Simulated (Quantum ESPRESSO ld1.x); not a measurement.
Question: All-electron atom: Cu VI in [Ar] 3d6. All-electron calculation, scalar-relativistic Kohn-Sham, LDA (Slater exchange, VWN5 correlation), spin-polarised, spherical densities, point nucleus; open shells are filled with parallel spins first. Program: ld1.x of Quantum ESPRESSO 7.5. Some entries of the table are withheld. Estimate them.

| orbital | occ. | eigenvalue (eV) | <r> (bohr) |
|---|---|---|---|
| 1s up | 1 | -8931.53 | 0.05222 |
| 1s down | 1 | -8931.49 | 0.05221 |
| 2s up | 1 | -1162.22 | 0.2358 |
| 2s down | 1 | -1159.00 | 0.2354 |
| 2p up | 3 | -1017.71 | 0.2068 |
| 2p down | 3 | -1015.23 | 0.2064 |
| 3s up | 1 | -210.779 | (1) |
| 3s down | 1 | -205.269 | (2) |
| 3p up | 3 | -167.762 | (3) |
| 3p down | 3 | -162.361 | (4) |
| 3d up | 5 | -97.8601 | 0.7570 |
| 3d down | 1 | -92.4937 | 0.7722 |

Answer: 
(1) 3s up <r> (bohr): 0.6917
(2) 3s down <r> (bohr): 0.6950
(3) 3p up <r> (bohr): 0.7128
(4) 3p down <r> (bohr): 0.7178
